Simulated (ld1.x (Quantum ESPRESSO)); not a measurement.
Transferability test, TM potential for magnesium (Mg)

```
Element                 : Mg
Generator               : ld1.x (Quantum ESPRESSO) 7.5
Type                    : norm-conserving Troullier–Martins (Kleinman–Bylander form)
Functional              : LDA (PZ)
Relativity              : scalar-relativistic
Frozen core             : [He]
Valence charge          : 10
Reference configuration : 2s2 2p6 3s2 3p0
Partial waves           : 2s (bound): rc 0.75 bohr; 2p (bound): rc 1.25 bohr; 3d channel at 0.1 Ry: rc 1.05 bohr
Local potential         : all-electron potential smoothed inside 0.85 bohr (lloc = -1)
Core correction         : a·sin(br)/r model core inside 0.60 bohr
```

Occupied shells without a wave of their own: 3s. They enter only through the test configuration that unscreens the potential, and ld1.x also counts them in the model core charge.

Energies are relative to the spin-unpolarised reference configuration 2s2 2p6 3s2 3p0; without spin polarisation the order of configurations can differ from experiment. Spin-polarised rows fill each open shell by Hund’s rule, majority spin first.

ld1.x takes every shell without a wave as core, so the model core holds the 3s electrons as well and exchange and correlation see them twice. This cancels in the reference configuration, but the file is broken for other ones, and its errors say nothing about a proper core correction.

```tsv
valence configuration	charge	ΔE all-electron (eV)	error AE − PS (meV)
2s2 2p6 3s1 3p0	+1	8.074	-162
2s2 2p6 3s0 3p0	+2	23.122	-1049
2s2 2p6 3s1.5 3p0	+0.5	3.192	-33
2s2 2p5 3s2 3p0	+1	58.645	+154
2s2 2p6 3s0 3p1	+1	12.465	-236
2s2 2p6 3s1 3p1	0	3.523	-59
2s2 2p6 3s0 3p2	0	7.269	-173
2s2 2p6 3s1 3p0 (spin-polarised)	+1	7.753	-306
2s2 2p6 3s1.5 3p0 (spin-polarised)	+0.5	3.135	-53
```

These tests converged, but a pseudo level misses the all-electron one widely, so the file describes the atom poorly there or has found another state: 2s2 2p6 3s0 3p0: empty 3p by 2.3 eV.
